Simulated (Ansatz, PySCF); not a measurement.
Dimer: C2H4 (SMILES C=C) (first 6 atoms) with H4OSi (SMILES O[SiH3]); geometry from B3LYP-D3(BJ)/def2-TZVP, rigid monomers moved along the line of their centres of mass till C2···H9 is 2.76 Å.
(charge 0, multiplicity 1):
```xyz
12

C      0.63587     0.57710     0.24901
C     -0.04035    -0.56029     0.14688
H      0.16450     1.49099     0.59027
H      1.68604     0.64070    -0.00892
H      0.42937    -1.47331    -0.19834
H     -1.09181    -0.62224     0.40078
O      0.62404    -0.50496     3.76115
Si    -0.69068     0.23255     4.42642
H      0.70054    -0.46455     2.79934
H     -0.72188     1.68654     4.12205
H     -0.58949     0.03413     5.88626
H     -1.96286    -0.35351     3.93062
```

Monomers are frozen at their geometry in the pair; levels with a basis set take the counterpoise correction.

Correlated levels freeze the cores.

Programs: Ansatz (Gaussian orbitals); PySCF for the dispersion terms. Values without a source in brackets are computed.

PBE/def2-TZVPPD gives -2.62 kcal/mol for the interaction energy.

Task: How do the other levels lie against it? Give each less PBE: PBE-D3(BJ)/def2-TZVPPD, r2SCAN/def2-TZVPPD, PBE0/def2-TZVPPD, wB97M-V/def2-TZVPPD, MP2/aug-cc-pV(D+d)Z, CCSD(T)/aug-cc-pV(D+d)Z.

Result: PBE-D3(BJ)/def2-TZVPPD -1.07; r2SCAN/def2-TZVPPD -0.33; PBE0/def2-TZVPPD 0.06; wB97M-V/def2-TZVPPD -0.59; MP2/aug-cc-pV(D+d)Z -0.30; CCSD(T)/aug-cc-pV(D+d)Z -0.15 kcal/mol. 1 of 6 lie above PBE; the widest gap is to PBE-D3(BJ)/def2-TZVPPD.

Ansatz is an electronic-structure program.
